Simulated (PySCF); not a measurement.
C$_{2}$H$_{3}$O (SMILES C[C-]=O), charge -1, singlet, at a GFN2-xTB geometry, with bond 5-3 at 1.25 times its length; HF/def2-SVP (PySCF).

The PySCF input:
```python
from pyscf import gto, scf

mol = gto.M(
    atom='''
O     1.202222    0.357989    0.020415
C    -0.023925    0.670557   -0.012722
C    -0.969557   -0.665232   -0.009621
H    -0.422319   -1.620473    0.019993
H    -1.803961   -0.610725    1.076612
H    -1.597490   -0.653758   -0.908618
''',
    basis='def2-svp',
    charge=-1,
    spin=0,
    verbose=4,
)

mf = scf.RHF(mol)
mf.kernel()
mo_i, mo_e, stable_i, stable_e = mf.stability(internal=True, external=True, return_status=True, nroots=6, tol=1e-6)
print('internally stable:', stable_i, ' externally stable:', stable_e)
if not stable_e:
    umf = mf.to_uhf() if not hasattr(mf, 'xc') else mf.to_uks()
    umf.scf_summary = {}
    umf.kernel(umf.make_rdm1(mo_e, umf.mo_occ))
```

**Question.** What does PySCF print? Leave out banner, timings and long lists.

**Answer.** 
```
PySCF version 2.14.0

[INPUT] verbose = 4
[INPUT] num. atoms = 6
[INPUT] num. electrons = 24
[INPUT] charge = -1
[INPUT] spin (= nelec alpha-beta = 2S) = 0
[INPUT] symmetry False subgroup None
[INPUT] Mole.unit = angstrom
[INPUT] Symbol           X                Y                Z      unit          X                Y                Z       unit  Magmom
[INPUT]  1 O      1.202222000000   0.357989000000   0.020415000000 AA    2.271870320927   0.676501165607   0.038578758833 Bohr   0.0
[INPUT]  2 C     -0.023925000000   0.670557000000  -0.012722000000 AA   -0.045211697530   1.267169080910  -0.024041095757 Bohr   0.0
[INPUT]  3 C     -0.969557000000  -0.665232000000  -0.009621000000 AA   -1.832197192155  -1.257106289297  -0.018181055044 Bohr   0.0
[INPUT]  4 H     -0.422319000000  -1.620473000000   0.019993000000 AA   -0.798067247200  -3.062250162252   0.037781294408 Bohr   0.0
[INPUT]  5 H     -1.803961000000  -0.610725000000   1.076612000000 AA   -3.408992229397  -1.154102987425   2.034501822420 Bohr   0.0
[INPUT]  6 H     -1.597490000000  -0.653758000000  -0.908618000000 AA   -3.018818586731  -1.235423571743  -1.717039171850 Bohr   0.0

nuclear repulsion = 59.5653094909379
number of shells = 27
number of NR pGTOs = 93
number of NR cGTOs = 57
basis = def2-svp
ecp = {}

******** <class 'pyscf.scf.hf.RHF'> ********
method = RHF
initial guess = minao
damping factor = 0
level_shift factor = 0
DIIS = <class 'pyscf.scf.diis.CDIIS'>
diis_start_cycle = 1
diis_space = 8
diis_damp = 0
SCF conv_tol = 1e-09
SCF conv_tol_grad = None
SCF max_cycles = 50
direct_scf = True
direct_scf_tol = 1e-13
Set gradient conv threshold to 3.16228e-05
Initial guess from minao.
init E= -151.878812463116
cycle= 1 E= -151.985696667271  delta_E= -0.107  |g|= 0.679  |ddm|=  2.7
cycle= 2 E= -152.037456706386  delta_E= -0.0518  |g|= 0.554  |ddm|= 1.55
cycle= 3 E= -152.09558643455  delta_E= -0.0581  |g|= 0.0556  |ddm|= 0.614
cycle= 4 E= -152.097177849485  delta_E= -0.00159  |g|= 0.0172  |ddm|= 0.155
cycle= 5 E= -152.097341684982  delta_E= -0.000164  |g|= 0.00599  |ddm|= 0.0532
cycle= 6 E= -152.097375987821  delta_E= -3.43e-05  |g|= 0.00259  |ddm|= 0.0502
cycle= 7 E= -152.097382318437  delta_E= -6.33e-06  |g|= 0.000913  |ddm|= 0.022
cycle= 8 E= -152.097382907277  delta_E= -5.89e-07  |g|= 0.000295  |ddm|= 0.00521
cycle= 9 E= -152.097382958529  delta_E= -5.13e-08  |g|= 7.42e-05  |ddm|= 0.000794
cycle= 10 E= -152.097382963235  delta_E= -4.71e-09  |g|= 2.06e-05  |ddm|= 0.000507
cycle= 11 E= -152.097382963784  delta_E= -5.48e-10  |g|= 8.18e-06  |ddm|= 0.000148
Extra cycle  E= -152.097382963878  delta_E= -9.46e-11  |g|= 5.92e-06  |ddm|= 2.81e-05
converged SCF energy = -152.097382963878
rhf_internal: lowest eigs of H = [0.49137008 0.82007513 1.03154465 1.12613844 1.1662188  1.26522261]
<class 'pyscf.scf.hf.RHF'> wavefunction is stable in the internal stability analysis
rhf_real2complex: lowest eigs of H = [0.08275465 0.19429528 0.2451752  0.25625295 0.27017327 0.3189725 ]
<class 'pyscf.scf.hf.RHF'> wavefunction is stable in the real -> complex stability analysis
rhf_external: lowest eigs of H = [0.0058329  0.05330177 0.12674128 0.15960689 0.19626798 0.20527512]
<class 'pyscf.scf.hf.RHF'> wavefunction is stable in the RHF/RKS -> UHF/UKS stability analysis
internally stable: True  externally stable: True
```
